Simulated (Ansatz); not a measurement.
Input and output for C3H9Cl2InOSi, SMILES `C[Si](C)(C)[O][In]([Cl])[Cl]`.

```yaml
crystal:
  periodic: [false, false, false]
  atoms:
    - {symbol: C, position_ang: [-0.621307, -2.406190, -0.519481]}
    - {symbol: Si, position_ang: [-0.103813, -0.453648, 0.007939]}
    - {symbol: C, position_ang: [1.813208, -0.391821, 0.848329]}
    - {symbol: C, position_ang: [-1.488879, 0.345083, 1.360113]}
    - {symbol: O, position_ang: [-0.125137, 0.538666, -1.560169]}
    - {symbol: In, position_ang: [0.294493, 2.642121, -1.935817]}
    - {symbol: Cl, position_ang: [0.144598, 3.580327, -4.321017]}
    - {symbol: Cl, position_ang: [0.944085, 4.195588, 0.023564]}
    - {symbol: H, position_ang: [-0.632447, -3.137393, 0.463146]}
    - {symbol: H, position_ang: [-1.733282, -2.440032, -1.029602]}
    - {symbol: H, position_ang: [0.176681, -2.866399, -1.325259]}
    - {symbol: H, position_ang: [2.126459, 0.752196, 1.156814]}
    - {symbol: H, position_ang: [1.870354, -1.073175, 1.864758]}
    - {symbol: H, position_ang: [2.652439, -0.819995, 0.065946]}
    - {symbol: H, position_ang: [-1.194914, 1.493579, 1.670873]}
    - {symbol: H, position_ang: [-2.616675, 0.355181, 0.882935]}
    - {symbol: H, position_ang: [-1.527254, -0.314427, 2.391728]}
basis:
  gaussian: {orbitals: def2-TZVP}
total_charge: 1
magnetization: {spin_polarized: false, initial_magnetization: 1}
hamiltonian: {xc: {name: B97M-V}}
accuracy: high
```

```sh
$ ansatz run in.yaml --threads 4 --pin off --events-out ev --progress --plain --max-ram 66560MiB --backend cuda --devices 0, --max-vram 37GiB
```

Output, abridged:

```
Functional definition: B97M-V
6305 factors; integrals over basis functions are off by at most 1.7e-7 eV
mean field evaluation 1: about -43355.1380 eV, gradient 1.1e2 eV
mean field evaluation 2: about -43355.1455 eV, gradient 1.1e2 eV
mean field evaluation 4: about -43271.3792 eV, gradient 1.5e2 eV
mean field evaluation 8: about -43386.0109 eV, gradient 2.0e1 eV
mean field evaluation 16: about -43383.9874 eV, gradient 2.5e1 eV
mean field evaluation 32: about -43387.6279 eV, gradient 9.9e-3 eV
mean field evaluation 192: about -43387.5474 eV, gradient 9.7e-2 eV
mean field -43387.62791066 eV, -1594.4659165265 hartree, gradient 2.4e-8 eV, S^2 0.750000; 12 other end points of the search recorded, 0 dependent functions left out
reference -43387.62792132 eV, -1594.4659169181 hartree; 52, 51 occupied and 287, 288 virtual orbitals, 6305 factors
Total energy: -43387.62792132 eV, -1594.4659169181 hartree
```

Hardware: 4 threads of an AMD EPYC 7R13 on a shared host and a share of an NVIDIA H100 80 GB. Wall time 3.4 min, peak host memory 2.8 GiB.
